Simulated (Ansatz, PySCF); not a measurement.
Reaction R1 + 2 R2 → 2 P1 + P2, each structure at its B3LYP-D3(BJ)/def2-TZVP stationary point, reached from a drawn start (curvature not checked).
P1, H2 (SMILES [H][H]) (charge 0, multiplicity 1):
```xyz
2

H      0.0000     0.0000     0.3720
H      0.0000     0.0000    -0.3720
```
R1: H2O (SMILES O), charge 0, multiplicity 1.
R2: SiH4 (SMILES [SiH4]), charge 0, multiplicity 1.
P2, H6OSi2 (SMILES [SiH3]O[SiH3]) (charge 0, multiplicity 1, Z-matrix in Å and degrees):
```
O
Si 1 1.6367
Si 1 1.6367 2 149.31
H 2 1.4780 1 108.36 3 180.00
H 3 1.4780 1 108.36 2 180.00
H 2 1.4818 4 109.63 1 -120.18
H 2 1.4818 4 109.63 6 -119.64
H 3 1.4818 5 109.63 1 120.18
H 3 1.4818 5 109.63 8 119.64
```

P less R. No zero-point or thermal terms.

Correlated levels freeze the cores. CBS(a, b) extrapolates the correlation energy as X⁻³ and adds the Hartree–Fock energy of set b.

Codes used: Ansatz (Gaussian orbitals); PySCF for the D3/D4 terms. Each number belongs to the level named beside it.

PBE/def2-TZVPP gives -119.5 kJ/mol for the reaction energy.

Question: How do the other levels lie against it? Give each less PBE: PBE-D3(BJ)/def2-TZVPP, r2SCAN/def2-TZVPP, B3LYP/def2-TZVPP, wB97M-V/def2-TZVPP, B2PLYP/def2-TZVPP, MP2/cc-pV(Q+d)Z, CCSD(T)/CBS(cc-pV(T+d)Z, cc-pV(Q+d)Z).

Answer: PBE-D3(BJ)/def2-TZVPP -5.2; r2SCAN/def2-TZVPP -26.8; B3LYP/def2-TZVPP -15.4; wB97M-V/def2-TZVPP -24.2; B2PLYP/def2-TZVPP -24.9; MP2/cc-pV(Q+d)Z -43.6; CCSD(T)/CBS(cc-pV(T+d)Z, cc-pV(Q+d)Z) -31.5 kJ/mol. 0 of 7 lie above PBE; the widest gap is to MP2/cc-pV(Q+d)Z.

Ansatz is a program for electronic structure.
